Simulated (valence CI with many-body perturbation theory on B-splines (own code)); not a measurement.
Values are calculated unless marked as measured or tabulated.
Energy levels of Re⁴³⁺

Method: relativistic CI+MBPT: four valence electrons over a frozen Dirac-Fock core [Ar] 3d10, radial functions for each j: 11 s, 11 p, 10 d, 8 f, 5 g, 2 h, with the one-electron correlation potential Σ1 (screened to all orders), the two-electron term Σ2, the three-electron term Σ3, Breit, model QED; selected single and double excitations, second order for the rest, scaled by the run's own slope (own B-spline code, finite nucleus).

The last digits are not significant, and no measured levels were compared; by estimate large intervals hold to a few tenths of a per cent, small ones and those within an open d or f shell to about a per cent. Among the levels kept, up to 430 cm⁻¹ of a level comes from second order outside the variational space, and about a tenth of that is noise between levels of different J, which matters for small intervals.

Levels 181 to 188 of 188, with energies above the lowest level, (4s^2 4p1/2^2) J=0. "Leading %" is the weight of the configuration and term that name the level; weights of strongly mixed levels are sums over their largest components and can fall short, so below about 35 % the name and the second component can differ from the true leading terms, or belong to a minority configuration. In the jj column 3d3/2^4 stands for four electrons in 3d with j = 3/2.

```tsv
No.	Configuration	Term	J	E (eV)	Leading %	g	Second component	Leading jj
181	4s 4p 4d2	3F°	2	680.08	18	0.952	16 % 4s 4p2 4f 3F°	4s 4p1/2 4p3/2 4f7/2 (38 %)
182	4p3 4d	3D°	3	680.34	25	1.082	20 % 4p3 4d 3F°	4p1/2 4p3/2^2 4d3/2 (36 %)
183	4s 4p2 4f	3G°	5	680.79	18	1.132	13 % 4s 4p2 4f 3H°	4s 4p1/2 4p3/2 4f7/2 (28 %)
184	4s 4p2 4f	1D°	2	683.66	18	1.158	18 % 4s 4p2 4f 3P°	4s 4p1/2 4p3/2 4f7/2 (40 %)
185	4s 4p 4d2	3P°	1	683.72	32	1.193	13 % 4p3 4d 1P°	4s 4p1/2 4d5/2^2 (57 %)
186	4s 4p2 4f	3H°	4	685.23	28	0.985	13 % 4s 4p 4d2 3H°	4s 4p1/2 4p3/2 4f5/2 (40 %)
187	4s 4p2 4f	3D°	1	686.22	22	0.976	12 % 4s 4p 4d2 3D°	4s 4p1/2 4d5/2^2 (53 %)
188	4s 4p2 4f	3F°	3	686.84	23	1.120	20 % 4s 4p2 4f 1F°	4s 4p1/2 4p3/2 4f7/2 (70 %)
```
